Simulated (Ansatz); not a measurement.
`[SiH3][B](Cl)[GaH2]` + `[OH][AlH2]` → `O[B](Cl)[GaH2]` + `[AlH2][SiH3]`  (redistribution)

Isolated molecules relaxed with PBE0-D4/def2-TZVP in Ansatz; ΔE leaves out vibrations. CCSD(T)/CBS adds triple-zeta CCSD(T) − MP2 to the extrapolated MP2 energy (def2 sets, frozen cores). This one scheme is used for every species. DFT in def2-TZVPP. B3LYP here is the variant with VWN-RPA as its local correlation; programs differ in this. HSE06 is defined as in plane-wave codes. For Ga outer-core shells are correlated without core-valence functions, which leaves a few kJ/mol of doubt a bond. Scalar relativity is left out up to krypton. Each species was taken in one conformer, which may not be the lowest.

```tsv
level	ΔE (kJ/mol)	difference from CCSD(T)/CBS
LDA (SPW92)	-36.4	-19.2
PBE-D4	-29.8	-12.6
revPBE-D4	-28.4	-11.2
BLYP-D4	-19.3	-2.1
r2SCAN-D4	-22.9	-5.7
B97M-V	-23.5	-6.3
PBE0-D4	-31.0	-13.8
B3LYP-D4	-21.2	-4.0
r2SCANh-D4	-23.8	-6.6
BHLYP-D4	-21.2	-4.0
CAM-B3LYP-D4	-22.5	-5.3
ωB97X-V	-24.9	-7.7
ωB97M-V	-22.7	-5.5
B2PLYP	-20.9	-3.7
PBE-QIDH	-26.6	-9.4
PBE	-32.1	-14.9
revPBE	-31.4	-14.2
BLYP	-23.7	-6.5
r2SCAN	-23.5	-6.3
B3LYP	-25.0	-7.8
r2SCAN0	-26.0	-8.8
HSE06	-33.4	-16.2
BHLYP	-25.2	-8.0
CAM-B3LYP	-24.8	-7.6
LC-ωPBE	-28.0	-10.8
RPA@PBE/def2-TZVPP	-21.5	-4.3
HF/def2-SVP	-47.8	-30.6
MP2/def2-SVP	-39.2	-22.0
CCSD/def2-SVP	-42.5	-25.3
CCSD(T)/def2-SVP	-42.5	-25.3
HF/def2-TZVPP	-27.6	-10.4
SCS-MP2/def2-TZVPP	-16.6	0.6
CCSD/def2-TZVPP	-22.2	-5.0
CCSD(T)/def2-TZVPP	-21.8	-4.6
HF/def2-QZVPP	-26.3	-9.1
MP2/def2-QZVPP	-12.7	4.5
SCS-MP2/def2-QZVPP	-13.7	3.5
HF/CBS(def2)	-26.1	-8.9
MP2/CBS(def2)	-11.2	6.0
CCSD/CBS(def2)	-17.5	-0.3
CCSD(T)/CBS	-17.2	0
```

Largest T1 diagnostic among the species: 0.015.

In def2-TZVPP, CCSD(T) changes the Hartree–Fock value by +5.8 kJ/mol (the triples alone add +0.4 kJ/mol) and MP2 by +11.7 kJ/mol. The D4 term adds +3.8 kJ/mol with B3LYP and +2.1 kJ/mol with PBE0; it sums over pairs of atoms, weighted by their polarisabilities, and B3LYP, whose exchange is more repulsive, gets the larger term. Leaving LDA and LC-ωPBE aside and taking each functional with its dispersion term where it has one, the values, not all of them listed here, spread over 12.0 kJ/mol, from HSE06-D4 to BLYP-D4. LDA lies −4.3 kJ/mol from PBE without D4.

CCSD(T)/CBS has its own doubt, a few kJ/mol and more with outer-core shells, so smaller differences from it don't rank the levels.
